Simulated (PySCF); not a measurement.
Compound: C5H14Si3.
InChI=1S/C5H14Si3/c1-3-5(2)4-7-8-6/h3H,1-2,4,7-8H2,6H3

Torsions of this conformer, `[CH2:1]=[CH:2][C:3](=[CH2:4])[CH2:5][SiH2:6][SiH2:7][SiH3:8]`: C1–C2–C3–C4 178°, C2–C3–C5–Si6 75°, C3–C5–Si6–Si7 33°, C5–Si6–Si7–Si8 -73°.

The closed-shell ground state was solved at several levels (PySCF, density fitting, gas phase, non-relativistic). Geometry: PBE0-D3(BJ)/def2-SVP, one conformer, isolated molecule.

```csv
level,basis functions,total energy (Eh),HOMO (eV),LUMO (eV),gap (eV),dipole (D)
B3LYP/pcSseg-1,227,-1067.4113,-6.63,-1.27,5.36,0.95
B3LYP/def2-SVPD,284,-1067.0540,-6.65,-1.34,5.31,1.01
```

Estimate the row for PBE0/pcSseg-1, a basis of 227 functions; the other rows only guide the guess.

Total energy -1066.7190 Eh, HOMO -6.84 eV, LUMO -1.09 eV, gap 5.75 eV, dipole 0.93 D.

Over all these levels, which gives the widest orbital gap and which the narrowest?

PBE0/pcSseg-1 (global hybrid, 25 % exact exchange) has the widest, 5.75 eV, and B3LYP/def2-SVPD (global hybrid, 20 % exact exchange) the narrowest, 5.31 eV. Functional and basis both differ between the two, so the spread mixes both effects.

How far do the dipole and the HOMO energy spread over the levels?

The dipole runs from 0.93 to 1.01 D (mean 0.97 D) and the HOMO from -6.84 to -6.63 eV.
